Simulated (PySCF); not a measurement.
CH4F2SeSi, SMILES C[Si](F)(F)[SeH]. Geometry optimised at PBE-D3(BJ)/def2-SVP. The structure was generated by enumeration, and PubChem lists no compound with its InChIKey, so it may never have been made. The values are those of a single conformer.

Computed with PBE-D3(BJ)/def2-SVP (PySCF).

Harmonic wavenumbers (cm⁻¹): 109, 136, 157, 170, 221, 230, 304, 416, 624, 702, 755, 774, 866, 935, 1225, 1372, 1376, 2355, 2984, 3086, 3096. Rotational constants (GHz): 3.563, 1.393, 1.366; symmetry number 1.

Work out the zero-point energy and the ideal-gas rigid-rotor harmonic-oscillator thermochemistry at 298.15 K and 1 atm.

ZPE = ½ Σ hcν = ½ × 21894 cm⁻¹ = 31.30 kcal/mol. H − E(el) = 36.78 kcal/mol. Entropy in cal/(mol K): translation 41.14, rotation 28.25, vibration 18.84, total 88.23. G − E(el) = 10.47 kcal/mol. Cp = 26.94 cal/(mol K). Modes under 150 cm⁻¹ make the vibrational entropy uncertain.
